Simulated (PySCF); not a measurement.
Species: C4H11F3N2Si.
Z-matrix (Å and degrees, GFN2-xTB geometry), rows numbered from 1:
```
N 
Si  1  1.7255
N   2  1.7197  1  102.41
C   3  1.4381  2  123.89  1  -176.12
C   4  1.5361  3  110.93  2   139.73
C   5  1.5304  4  111.82  3   -56.97
C   6  1.5135  5  113.05  4   -80.51
F   7  1.3443  6  112.60  5   -54.81
F   7  1.3465  6  111.31  5  -173.75
F   7  1.3398  6  114.12  5    66.37
H   1  1.0059  2  116.93  3  -174.58
H   1  1.0077  2  118.34  3    51.39
H   2  1.4685  1  104.49  3   122.29
H   2  1.4683  1  117.73  3  -114.53
H   3  1.0091  2  117.70  1    33.80
H   4  1.0895  3  108.04  2    18.96
H   4  1.0990  3  111.74  2   -99.16
H   5  1.0908  4  109.76  3  -179.78
H   5  1.0916  4  108.63  3    62.24
H   6  1.0923  5  109.20  4    39.55
H   6  1.0916  5  110.86  4   160.09
```

Computed at PBE0/pcSseg-1 (PySCF, non-relativistic), with Q(14N) = 0.02044 b: N1, 14N (I = 1): χzz = -4.340 MHz, η = 0.361; N3, 14N (I = 1): χzz = -4.830 MHz, η = 0.389.

(1) Find the zero-field quadrupole resonance frequencies of 14N at N1.

(2) Find the zero-field quadrupole resonance frequencies of 14N at N3.

## Answers

(1) From ν± = (3/4)|χ|(1 ± η/3) and ν0 = |χ|η/2: ν+ 3.647 MHz, ν− 2.863 MHz, ν0 0.784 MHz (silicon-bound nitrogen).

(2) From ν± = (3/4)|χ|(1 ± η/3) and ν0 = |χ|η/2: ν+ 4.092 MHz, ν− 3.153 MHz, ν0 0.939 MHz (silicon-bound nitrogen).

In a crystal, neighbours and librations shift these lines. Isolated species at its GFN2-xTB geometry (one conformer only). GFN2-xTB bond lengths can be off by several hundredths of an ångström, more for odd bonds, and the gradients follow them. With a basis this small, the couplings can be 20 % off.
